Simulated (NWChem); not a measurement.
# ScF$_{3}$; SMILES [F][Sc]([F])[F]

```xyz
4

Sc     0.0000     0.0000     0.0000
F      1.2894     1.2894     0.0000
F      0.4720    -1.7614     0.0000
F     -1.7614     0.4720     0.0000
```
Atoms are numbered in this order, from 1.

Program: NWChem. Pople sets run with spherical d functions. Geometry: optimised at B3LYP/6-31G* (spherical d). Total energies compare along this basis series because the functional is fixed.

```json
[
 {"level": "PBE0/STO-3G", "basis functions": "33", "energy (Ha)": "-1048.0656", "highest occupied level (eV)": "-6.83", "orbital gap (eV)": "7.03"},
 {"level": "PBE0/3-21G", "basis functions": "54", "energy (Ha)": "-1054.6614", "highest occupied level (eV)": "?", "orbital gap (eV)": "?"},
 {"level": "PBE0/6-31G*", "basis functions": "76", "energy (Ha)": "-1059.9525", "highest occupied level (eV)": "-10.50", "orbital gap (eV)": "8.46"},
 {"level": "PBE0/def2-TZVPD", "basis functions": "168", "energy (Ha)": "-1060.1586", "highest occupied level (eV)": "-11.25", "orbital gap (eV)": "8.71"},
 {"level": "PBE0/def2-QZVP", "basis functions": "255", "energy (Ha)": "-1060.1894", "highest occupied level (eV)": "-11.24", "orbital gap (eV)": "8.74"}
]
```

Fill in the missing entries.


- PBE0/3-21G, highest occupied level (eV): -9.68
- PBE0/3-21G, orbital gap (eV): 7.89
